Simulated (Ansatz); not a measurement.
## Ansatz (development build ahead of 0.2.0) run

```yaml
crystal:
  periodic: [false, false, false]
  atoms:
    - { symbol: Cu, position_ang: [0.0, 0.0, 0.0] }
    - { symbol: O, position_ang: [0.0, 0.0, 4.472] }
basis:
  gaussian: { orbitals: def2-SVP }
magnetization:
  spin_polarized: true
  initial_magnetization: 1
hamiltonian:
  xc: hf
output:
  forces: true
```

The input is written out in the form of the current development build from the run's settings.

The run gave:

| Quantity | Value |
| --- | --- |
| Converged | yes |
| Total energy | -1713.40870 hartree |
| Spin squared of the determinant | 1.754 |
| Stability test | minimum |

Forces (eV/Å):
| atom | Fx | Fy | Fz |
| --- | --- | --- | --- |
| Cu1 | 0.000 | 0.000 | 0.000 |
| O2 | 0.000 | 0.000 | 0.000 |

Caution: the unrestricted determinant is a mixture of spin states.
